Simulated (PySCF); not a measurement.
## Electronic absorption of C7H10S

Compound: C7H10S.
Atom-mapped SMILES: `[CH3:1][C:2](=[S:3])[C@H:4]1[CH:5]=[C:6]([CH3:7])[CH2:8]1` (hydrogens: H9, H10, H11 on C1; H12 on C4; H13 on C5; H14, H15, H16 on C7; H17, H18 on C8)

Theory: PySCF, TDDFT PBE0/def2-SVPD, vertical, gas phase, core orbitals frozen in the response. The structure is a single GFN2-xTB conformer in the gas phase; no vibrational or solvent corrections. Torsions of this conformer, `[CH3:1][C:2](=[S:3])[C@H:4]1[CH:5]=[C:6]([CH3:7])[CH2:8]1`: C1–C2–C4–C5 -27°.

Task: List the vertical singlet excitations with oscillator strengths and describe the spectrum.

Result: 

```csv
state,E (eV),E (kJ/mol),λ (nm),f,"main configurations (H = HOMO, L = LUMO)"
S1,2.55,246,487.1,0.0001,H→L (100%)
S2,4.44,429,279.1,0.020,H-1→L (96%)
S3,5.26,508,235.6,0.0027,H→L+1 (97%)
S4,5.61,542,220.9,0.299,H-2→L (82%)
S5,5.77,557,214.8,0.060,"H→L+2 (72%), H→L+3 (18%)"
S6,5.85,565,211.9,0.014,H-3→L (90%)
```

Triplets (Tamm–Dancoff): T1 2.07 eV, H→L (99%); T2 3.20 eV, H-2→L (81%), H-1→L (15%).

The lowest singlet lies at 2.55 eV (487 nm, visible) and is dark (f under 0.0005); its leading configuration is HOMO→LUMO (100%). The strongest level in the table is S4 at 5.61 eV (221 nm, f = 0.299). S1 has the pattern of n→π* at C=S. Of the 6 states listed, 4 reach f = 0.01 and 1 stays under 0.0005. Weighted by f, the mean energy of these states is 5.58 eV. Orbital energies (eV): HOMO-3 -9.11, HOMO-2 -7.93, HOMO-1 -7.35, HOMO -6.13, LUMO -1.83, LUMO+1 0.02, LUMO+2 0.49. S1 lies in the visible range (380 to 750 nm), at 487 nm, dark in the vertical dipole picture (f under 0.0005); light of that wavelength is green-blue to blue-green, and its complementary colour is orange to red; a Tamm–Dancoff triplet lies at 598 nm, without intensity as long as spin–orbit coupling is left out. Singlets were solved by full linear response, triplets in the Tamm–Dancoff approximation.

The run took 53 s of wall time on an Intel Xeon Platinum 8375C at 2.90 GHz with one thread, no GPU, shared host, and the process peaked at 0.98 GiB of memory.
